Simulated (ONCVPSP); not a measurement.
## Cutoff test, tellurium, ONCV

ONCVPSP 4.0.1 input, shortened (lines: element, Z, core and valence counts, functional; n l f; lmax; l rc ep ncon nbas qcut; lloc lpopt rc5 dvloc0; l nproj debl; icmod fcfact rcfact), BLYP, fully relativistic:

```
  Te 52.00    6    5  -106131      upf
    1    0    2.00
    2    0    2.00
    2    1    6.00
    3    0    2.00
    3    1    6.00
    3    2   10.00
    4    0    2.00
    4    1    6.00
    4    2   10.00
    5    0    2.00
    5    1    2.00
    2
    0    1.10    0.00    4    7   12.20
    1    1.05    0.00    5    9   13.30
    2    1.05    0.00    4    9   15.50
    2    5    1.05    0.00
    0    2    2.60
    1    2    1.40
    2    0    2.10
    2    0.50    0.75
```

Open shells are filled in proportion to 2j + 1.

For each optimised wave give the share of its norm inside rc, the residual kinetic energy above qcut (Ha) and the cutoffs (Ha) for errors of 10, 1, 0.1 and 0.01 mHa per electron.

```csv
wave,norm inside rc,residual KE,10 mHa,1 mHa,0.1 mHa,0.01 mHa
4s,0.901,1.2e-06,43.6,53.5,61.6,67.7
5s,0.069,1.3e-06,39.7,51.4,61.2,68.2
4p j=3/2,0.797,2.1e-05,56.3,70.2,80.7,139.1
5p j=3/2,0.049,3.7e-06,41.2,61.2,74.3,84.3
4p j=1/2,0.826,2.6e-05,56.7,70.8,81.4,153.3
5p j=1/2,0.049,5.8e-06,41.5,62.4,75.7,86.5
4d j=5/2,0.637,7.5e-09,43.1,55.6,66.6,77.2
4d j=3/2,0.649,7.8e-09,44.3,57.0,68.5,79.2
```

The occupied waves need 71 Ha and 81 Ha for 1 and 0.1 mHa. The potential misses its own reference levels by up to 0.9 eV.
